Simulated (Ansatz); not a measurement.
Ansatz (an electronic-structure program) input (CCSD(T)/STO-3G):

Ansatz 0.2 input:
```yaml
crystal:
  periodic: [false, false, false]
  atoms:
    - {symbol: Si, position_ang: [0.08122721, 0.12449214, -0.11110358]}
    - {symbol: C, position_ang: [1.59304644, -0.83771138, -0.54712479]}
    - {symbol: C, position_ang: [-1.25940410, 0.29211945, -1.36655420]}
    - {symbol: N, position_ang: [-0.76100624, -1.05573997, 1.19342201]}
    - {symbol: N, position_ang: [0.39183916, 1.53595111, 0.75377219]}
    - {symbol: H, position_ang: [2.27485545, -0.94060218, 0.30014954]}
    - {symbol: H, position_ang: [2.13555652, -0.32089016, -1.34165179]}
    - {symbol: H, position_ang: [1.35143483, -1.83720238, -0.91461490]}
    - {symbol: H, position_ang: [-2.13633456, 0.80663180, -0.96706220]}
    - {symbol: H, position_ang: [-1.57961487, -0.67623910, -1.75662365]}
    - {symbol: H, position_ang: [-0.89368129, 0.87896457, -2.21186724]}
    - {symbol: H, position_ang: [-1.01336169, -1.96890646, 0.81280077]}
    - {symbol: H, position_ang: [-1.61334328, -0.63595981, 1.56680858]}
    - {symbol: H, position_ang: [-0.21904506, 2.33807851, 0.74945769]}
    - {symbol: H, position_ang: [1.28140543, 1.74376313, 1.18049523]}
    - {symbol: H, position_ang: [-0.14273687, -1.21845422, 1.98927274]}
basis:
  gaussian:
    orbitals: STO-3G
total_charge: 1
magnetization: {spin_polarized: false}
correlation: {method: ccsd_t, electrons: outside_noble_gas}
```

Output:

```
Functional definition: HF
integrals: 0.01 GiB planned
527 factors; integrals over basis functions are off by at most 3.7e-5 eV
0.12 GiB of device memory are held for the factors and their scratch space
mean field: 0.14 GiB planned
mean field evaluation 1: about -12903.7040 eV, gradient 2.1e1 eV
mean field evaluation 2: about -12903.8596 eV, gradient 2.1e1 eV
mean field evaluation 4: about -12905.3071 eV, gradient 1.2e0 eV
mean field evaluation 8: about -12905.3140 eV, gradient 1.9e-2 eV
mean field evaluation 16: about -12905.1537 eV, gradient 2.1e-1 eV
mean field -12905.31399682 eV, -474.2615418471 hartree, gradient 2.7e-6 eV, S^2 0.000000; 0 other end points of the search recorded, 0 dependent functions left out
9 core orbitals not correlated
reference -12905.31399682 eV, -474.2615418471 hartree; 16, 16 occupied and 15, 15 virtual orbitals, 527 factors
second order -6.58248911 eV of doubles, -0.00000000 eV of singles
coupled cluster: 0.11 GiB planned
cycle   1  -7.86229809 eV  change    -1.3e0 eV  update   8.7e-2
cycle   2  -8.44924318 eV  change   -5.9e-1 eV  update   3.1e-2
cycle   3  -8.51608480 eV  change   -6.7e-2 eV  update   8.6e-3
cycle   4  -8.52414078 eV  change   -8.1e-3 eV  update   2.8e-3
cycle   5  -8.52319302 eV  change    9.5e-4 eV  update   7.8e-4
cycle   6  -8.52274673 eV  change    4.5e-4 eV  update   2.4e-4
cycle   7  -8.52255210 eV  change    1.9e-4 eV  update   8.5e-5
cycle   8  -8.52252632 eV  change    2.6e-5 eV  update   2.5e-5
perturbative correction -0.08268531 eV, -0.0030386291 hartree
Total energy: -12913.91920845 eV, -474.5777775418 hartree
```

It need not be the lowest isomer of its formula.
